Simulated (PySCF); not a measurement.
Identify the compound

The spectra below were simulated for a compound C5H9NO2Si.

¹H NMR (400 MHz, computed): δ 7.29 (s, 1H), 5.59 (q, 2H), 3.80 (s, 3H), 0.31 (t, 3H).

¹³C{¹H} NMR (computed): δ 154.3 (CH), 124.6 (C), 119.6 (C), 58.0 (CH3), -1.5 (CH3).

Theory: shielding tensors at PBE0/pcSseg-1 (GIAO), geometry: GFN2-xTB, in PySCF 2.14.0 with density-fitted response routines (gas phase, a single conformation, relativity neglected, equivalent nuclei averaged).

References, each an isolated molecule treated in the same way: ¹H and ¹³C vs TMS.

**Question.** What is the structure?

**Answer.** 
- Rings plus π bonds: 3 (no ring in the answer).
- 5 carbon signals for 5 carbons: no two carbons are equivalent.
- Carbon types of the structure: 2 × C, 1 × CH, 2 × CH3, leaving 2 H on heteroatoms.
- δC 154.3, 124.6: alkene carbon bearing oxygen.
- δC 119.6: nitrile carbon; this is the usual window of a C≡N carbon, which has no attached hydrogen.
- δC 58.0: methyl carbon bonded to O; deshielded by the electronegative neighbour.
- δC -1.5: methyl carbon bonded to Si; an electropositive neighbour leaves it electron-rich and shielded.
- δH 7.29: hydrogen on an alkene carbon bearing oxygen; olefinic region.
- δH 3.80: hydrogen on a methyl carbon bonded to O; its carbon carries O, an electronegative neighbour.
- δH 0.31: hydrogen on a methyl carbon bonded to Si; an electropositive neighbour shields it, as in TMS itself.

These data were computed for SMILES CO/C(C#N)=C/O[SiH2]C.

The data come from this structure; uniqueness wasn't tested.

Shifts are as computed. Against solution values, carbons near 30 ppm lie about +3 ppm off and those near 130 ppm about +5 ppm. Of 1309 compounds with measured shifts, 239 miss one by over three times the rms of a fit or turn the order of signals round; such compounds aren't used in these exercises. Multiplicities follow the n + 1 count of equivalent neighbours, as no J values were calculated; m marks all less simple cases, F and P coupling included.
